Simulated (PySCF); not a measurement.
**Potential energy of PbF along the bond**

Set-up: Pb x2c-TZVPPall, F x2c-TZVPPall; spin-free X2C with a Gaussian nucleus (PySCF 2.14). Energies in eV from Pb + F in their ground configurations at the same level. State: doublet, unpaired electrons π ↑, a mixture of terms (⟨Lz²⟩ = 1.4).

All columns are PBE0. A positive dipole means Pb(−)F(+).

| R (Å) | E (eV) | μ (D) | Mulliken charge on Pb (basis-dependent) | HOMO (eV) | LUMO (eV) | Mayer bond order | ⟨S²⟩ |
| --- | --- | --- | --- | --- | --- | --- | --- |
| 1.766 | -3.367 | -1.59 | 0.42 | -4.25 | -2.48 | 0.82 | 0.75 |
| 1.849 | -4.026 | -2.18 | 0.45 | -4.39 | -2.61 | 0.80 | 0.75 |
| 1.931 | -4.375 | -2.74 | 0.48 | -4.52 | -2.74 | 0.79 | 0.75 |
| 1.992 | -4.493 | -3.16 | 0.50 | -4.62 | -2.84 | 0.77 | 0.75 |
| 2.054 | -4.523 | -3.56 | 0.52 | -4.72 | -2.94 | 0.76 | 0.75 |
| 2.116 | -4.487 | -3.95 | 0.54 | -4.82 | -3.03 | 0.75 | 0.75 |
| 2.198 | -4.366 | -4.46 | 0.56 | -4.95 | -3.16 | 0.73 | 0.75 |
| 2.300 | -4.140 | -5.07 | 0.58 | -5.11 | -3.31 | 0.71 | 0.75 |
| 2.424 | -3.810 | -5.77 | 0.60 | -5.28 | -3.48 | 0.69 | 0.75 |
| 2.588 | -3.333 | -6.64 | 0.62 | -5.50 | -3.69 | 0.67 | 0.75 |

A fit through these points gives, at Re = 2.048 Å, μ = -3.52 D and dμ/dR = -6.47 D/Å; the reduced mass is 17.41 u.

**Question.** How strong is the fundamental in the double-harmonic approximation, I = 42.26·(dμ/dR)²/μred km/mol?

**Answer.** I = 42.26·(-6.47)²/17.41 = 102 km/mol at PBE0.

Spin–orbit coupling is left out, which matters for elements this heavy, above all for dissociation energies. The state was picked by a PBE0 search and need not be the measured ground state.
